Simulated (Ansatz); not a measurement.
Basis sets compared for NbSe(OH)3 (NbSeO₃H₃). The state is a singlet with charge 0. Geometry r2SCAN-D4/def2-SVP. Ansatz on 4 threads of Intel Xeon on a shared host; times are rough, and most runs start from earlier orbitals.

Cartesian coordinates in Å:
```
Nb 0.033 0.014 -0.008
Se 2.099 0.908 -0.472
O -0.177 -0.197 1.855
H 0.393 -0.008 2.612
O -0.145 -1.672 -0.837
H 0.439 -2.204 -1.391
O -1.325 1.156 -0.649
H -1.317 2.003 -1.111
```

In the def2 sets Nb takes a core potential; there is no spin–orbit coupling.

Binding counts from free atoms (Nb sextet, Se triplet, O triplet, H doublet) in the same basis, without a counterpoise term.

```
           level  functions  energy (Eh)  HOMO (eV)  LUMO (eV)  binding per atom (eV)  wall time
 PBE-D4/def2-SVP        120   -2685.2106      -6.03      -2.33                   4.48      1.9 s
PBE0-D4/def2-SVP        120   -2685.2295      -7.18      -1.67                   4.21      3.5 s
```

Problem. Estimate the rows for PBE-D4/def2-TZVP, PBE0-D4/def2-TZVP.

Solution. 
```json
{"level": "PBE-D4/def2-TZVP", "functions": "199", "energy (Eh)": "-2685.7944", "HOMO (eV)": "-6.16", "LUMO (eV)": "-2.55", "binding per atom (eV)": "4.43", "wall time": "3.4 s"}
{"level": "PBE0-D4/def2-TZVP", "functions": "199", "energy (Eh)": "-2685.8124", "HOMO (eV)": "-7.26", "LUMO (eV)": "-1.85", "binding per atom (eV)": "4.18", "wall time": "5 s"}
```
